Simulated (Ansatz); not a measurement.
`C[Se][AlH][F]` + CH₃SH → `C[S][AlH][F]` + `C[SeH]` at 400 K and 1 bar (ligand exchange at the Al–Se bond).

Calculated with Ansatz (gas phase, PBE0-D4/def2-TZVP geometries, no zero-point term in ΔE). CBS: MP2 limit from def2 TZ/QZ plus the TZ coupled-cluster correction, frozen cores. This one scheme is used for every species. For Se outer-core shells are correlated without core-valence functions, which leaves a few kJ/mol of doubt a bond. Scalar relativity is left out up to krypton. Each species was taken in one conformer, which may not be the lowest.

```json
{"species": "`C[Se][AlH][F]`", "CCSD(T)/CBS energy (Eh)": "-2783.08628", "H − E (kJ/mol)": "155.5", "S (J/(mol·K))": "377.6"}
{"species": "CH₃SH", "CCSD(T)/CBS energy (Eh)": "-438.22835", "H − E (kJ/mol)": "138.7", "S (J/(mol·K))": "269.4"}
{"species": "`C[S][AlH][F]`", "CCSD(T)/CBS energy (Eh)": "-780.15488", "H − E (kJ/mol)": "157.0", "S (J/(mol·K))": "362.0"}
{"species": "`C[SeH]`", "CCSD(T)/CBS energy (Eh)": "-2441.15625", "H − E (kJ/mol)": "135.4", "S (J/(mol·K))": "284.5"}
```

H − E and S are ideal-gas, rigid-rotor, harmonic terms from PBE0-D4/def2-TZVP, for one conformer and one mirror image of each species. 1 Eh = 2625.50 kJ/mol, R = 8.31446 J/(mol·K).

Q: By hand: ΔE, ΔH, ΔS and ΔG.

A: ΔE = (-780.15488) + (-2441.15625) − (-2783.08628) − (-438.22835) = 0.00350 Eh = 9.2 kJ/mol. Δ(H − E) = 157.0 + 135.4 − 155.5 − 138.7 = -1.8, so ΔH = 7.4 kJ/mol. ΔS = 362.0 + 284.5 − 377.6 − 269.4 = -0.5 J/(mol·K). ΔG = 7.4 − 400 × (-0.5)/1000 = 7.6 kJ/mol.

Q: By hand: the equilibrium constant, and the temperature at which ΔG would vanish if ΔH and ΔS stayed fixed.

A: log₁₀ K = −ΔG/(RT ln 10) = -1.0. ΔH and −TΔS have one sign here, so there is no such temperature.

The number of gas molecules stays the same, so ΔS is small and ΔH decides. A doubt of 5 kJ/mol in ΔE shifts log₁₀ K by 0.7 here. Other conformers and mirror images would add mixing entropy, several J/(mol·K) or more a flexible species. These are equilibria of isolated gas molecules and say nothing of rates. Largest T1 diagnostic: 0.012 (customary marks: 0.02 for closed shells, 0.045 for open ones).

ΔS is within the doubt of such terms, so its sign, and with it that verdict, could turn.
